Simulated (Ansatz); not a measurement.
Ansatz (a quantum-chemistry and plane-wave program) input (B3LYP/LANL2DZ): The .json file is the Basis Set Exchange's LANL2DZ.

Ansatz 0.2 input:
```yaml
crystal:
  periodic: [false, false, false]
  atoms:
    - {symbol: W, position_ang: [0.01026800, 0.00530800, -0.04360900]}
    - {symbol: H, position_ang: [-0.11524700, -0.15368600, 1.78918600]}
    - {symbol: H, position_ang: [-0.97189400, 0.82023800, 1.06403700]}
    - {symbol: H, position_ang: [0.15687400, -1.67771800, -0.05664000]}
    - {symbol: H, position_ang: [-1.44872500, 0.62688400, -0.59889200]}
    - {symbol: H, position_ang: [0.24334000, -0.89508500, 1.55055900]}
    - {symbol: H, position_ang: [1.37580300, 0.88657700, -0.52118300]}
basis:
  gaussian:
    orbitals: LANL2DZ.json
hamiltonian:
  xc: {name: B3LYP}
total_charge: 1
magnetization: {spin_polarized: true, initial_magnetization: 1}
output: {forces: true}
```

Output:

```
Functional definition: B3LYP
integrals: 0.01 GiB planned
406 factors; integrals over basis functions are off by at most 2.5e-3 eV
mean field: 0.12 GiB planned
mean field evaluation 1: about -1928.2759 eV, gradient 1.7e1 eV
mean field evaluation 2: about -1925.2990 eV, gradient 2.6e1 eV
mean field evaluation 4: about -1930.2273 eV, gradient 8.2e-1 eV
mean field evaluation 8: about -1930.3245 eV, gradient 9.8e-2 eV
mean field evaluation 16: about -1930.3248 eV, gradient 4.2e-4 eV
mean field -1930.32480440 eV, -70.9381281406 hartree, gradient 2.9e-5 eV, S^2 0.755438; 0 other end points of the search recorded, 0 dependent functions left out
the calculation of the forces begins
reference -1930.32508022 eV, -70.9381382768 hartree; 10, 9 occupied and 24, 25 virtual orbitals, 406 factors
Total energy: -1930.32508022 eV, -70.9381382768 hartree
Atom 0 at     0.010268     0.005308    -0.043609 Å, force    -0.053520     0.134535    -0.397394 eV/Å
Atom 1 at    -0.115247    -0.153686     1.789186 Å, force     0.106006    -0.224390     0.149184 eV/Å
Atom 2 at    -0.971894     0.820238     1.064037 Å, force     0.001507     0.083174    -0.126351 eV/Å
Atom 3 at     0.156874    -1.677718    -0.056640 Å, force    -0.022330     0.109007    -0.040093 eV/Å
Atom 4 at    -1.448725     0.626884    -0.598892 Å, force     0.148244    -0.078383     0.077239 eV/Å
Atom 5 at     0.243340    -0.895085     1.550559 Å, force     0.007793     0.090471     0.204474 eV/Å
Atom 6 at     1.375803     0.886577    -0.521183 Å, force    -0.187700    -0.114414     0.132941 eV/Å
Dipole moment:     0.039359    -0.108239     0.187772 e Å
```

The dipole moment of an ion depends on the origin.

The geometry given is a B3LYP-D3(BJ)/def2-TZVP minimum.
